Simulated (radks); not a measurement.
The numbers below are computed, except where a source is named.
Initial-state core-level shifts of neutral germanium when its valence configuration changes from [Ar] 3d10 4s2 4p2. Level of theory: Dirac Kohn-Sham, PBE, spin-unpolarised, spherical densities, finite nucleus; open shells fill j = l - 1/2 first; Fermi nuclear charge, rms radius 4.0742 fm (a radial shooting solver on a logarithmic mesh with Libxc functionals). Shifts are changes of the shell-averaged eigenvalues in eV (positive: less bound); the change of the density at the nucleus, which sets a Mossbauer isomer shift, is in e/bohr^3, on a base of 3.172e+04.

valence               1s       2s       2p       3p  density at nucleus
3d10 4s1 4p3      -1.866   -1.785   -1.785   -1.834             -16.554
3d9 4s2 4p3      -11.603  -12.806  -12.700  -10.435             +11.668
3d9 4s1.5 4p3.5  -12.468  -13.639  -13.532  -11.280              +1.966
3d8 4s2 4p4      -24.127  -26.740  -26.519  -21.286             +24.554
3d9.5 4s2 4p2.5   -5.684   -6.258   -6.207   -5.162              +5.677
3d10 4p4          -3.602   -3.443   -3.443   -3.542             -34.557
3d8.5 4s2 4p3.5  -17.752  -19.636  -19.473  -15.813             +17.963
3d8.5 4s1.5 4p4  -18.581  -20.437  -20.273  -16.620              +7.455
3d7.5 4s1.5 4p5  -31.490  -34.859  -34.576  -27.592             +19.307
